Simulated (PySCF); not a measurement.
PySCF 2.14 output of a UHF calculation on a single atom or ion in aug-cc-pVQZ (6s5p4d3f2g, 80 functions), with the non-relativistic Hamiltonian (point nucleus):

```
SCF conv_tol = 1e-09
number electrons alpha = 6  beta = 2
cycle= 1 E= -97.3863443807834  delta_E= -0.00302  |g|= 0.0187  |ddm|= 0.0354
cycle= 2 E= -97.3864246714707  delta_E= -8.03e-05  |g|= 0.00325  |ddm|= 0.00935
cycle= 3 E= -97.3864293875542  delta_E= -4.72e-06  |g|= 0.000333  |ddm|= 0.00375
cycle= 4 E= -97.3864296069658  delta_E= -2.19e-07  |g|= 8.88e-05  |ddm|= 0.00101
cycle= 5 E= -97.3864296246385  delta_E= -1.77e-08  |g|= 8.65e-06  |ddm|= 0.000347
cycle= 6 E= -97.3864296247235  delta_E= -8.5e-11  |g|= 2.6e-06  |ddm|= 2.08e-05
converged SCF energy = -97.3864296247235  <S^2> = 6.0027935  2S+1 = 5.0011173
```

The run itself started from symmetry-adapted Hartree-Fock orbitals and held the occupation by maximum overlap, so the iterations belong to that start.

**Question.** Which element, charge and spin multiplicity is this?

**Answer.** F⁺ (fluorine, charge +1), multiplicity 5; the state was [He] 2s1 2p4 3s1, high-spin 5P determinant (an excited configuration).

The outer electron is Rydberg-like, and this basis confines it to a smaller radius and binds it less than a complete one would.
